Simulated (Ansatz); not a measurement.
Molecule: C5H11O, net charge 0, doublet state. It need not be the lowest isomer of its formula. 
Structure (B3LYP-D3(BJ)/def2-TZVP (Ansatz, a first-principles code) minimum search):
```
C
H 1 1.0932
H 1 1.0936 2 106.79
C 1 1.5165 2 107.75 3 117.10
H 4 1.0956 1 110.71 2 -173.16
H 4 1.0986 5 107.76 1 119.97
O 4 1.4266 5 110.32 6 120.84
H 7 0.9623 4 108.82 5 -55.65
C 1 1.5370 2 109.16 3 -118.36
H 9 1.1052 1 106.80 2 -66.14
C 9 1.4877 10 107.89 1 -119.24
H 11 1.0818 9 120.82 10 86.30
H 11 1.0819 12 118.03 9 172.44
C 9 1.5346 10 106.93 11 -119.74
H 14 1.0905 9 111.81 10 -54.68
H 14 1.0915 15 107.63 9 -121.76
H 14 1.0925 15 108.17 16 -116.35
```
Charge 0, spin multiplicity 2.

Quantity: atomisation energy (electronic, to ground-state atoms), in eV. Correlated levels leave the core frozen unless marked. Open shells are spin-unrestricted. No spin-orbit coupling. Non-relativistic unless marked X2C. The coupled-cluster limit lacks core correlation, which all-electron functionals hold. CBS marks a two-point X^-3 extrapolation of the correlation energy; Hartree-Fock from the larger set. [CCSD(T)-MP2]/basis is that difference in the basis named.

| level | program | atomisation energy (eV) |
|---|---|---|
| HF/6-31G | Ansatz | 48.60 |
| PBE-D3(BJ)/def2-TZVPD | Ansatz + dftd3 | 70.10 |
| revPBE-D3(BJ)/def2-TZVPD | Ansatz + dftd3 | 68.32 |
| revPBE-D4/def2-TZVPD | Ansatz + dftd4 | 68.53 |
| revPBE/def2-TZVPD | Ansatz | 67.41 |
| r2SCAN/def2-TZVPD | Ansatz | 68.82 |
| r2SCAN-D3(BJ)/def2-TZVPD | Ansatz + dftd3 | 68.92 |
| r2SCAN-D4/def2-TZVPD | Ansatz + dftd4 | 68.90 |
| B3LYP-D3(BJ)/def2-TZVPD | Ansatz + dftd3 | 68.74 |
| PBE0/STO-3G | Ansatz | 80.82 |
| PBE0/def2-SVP | Ansatz | 69.47 |
| CAM-B3LYP/def2-TZVPD | Ansatz | 68.73 |
| LC-wPBE/def2-TZVPD | Ansatz | 68.69 |
| wB97M-V/def2-TZVPD | Ansatz | 68.74 |
| MP2/6-31G | Ansatz | 59.19 |
| MP2/cc-pVDZ | Ansatz | 64.52 |
| RI-MP2/cc-pVQZ | Ansatz | 68.81 |
| CCSD(T)/cc-pVDZ | Ansatz | 63.86 |
| CCSD(T)/cc-pVTZ | Ansatz | 67.13 |
| X2C-CCSD(T)/cc-pVTZ-DK | Ansatz | 67.07 |
| RI-MP2/CBS(cc-pVTZ,cc-pVQZ)+[CCSD(T)-MP2]/cc-pVTZ | Ansatz | 68.72 |
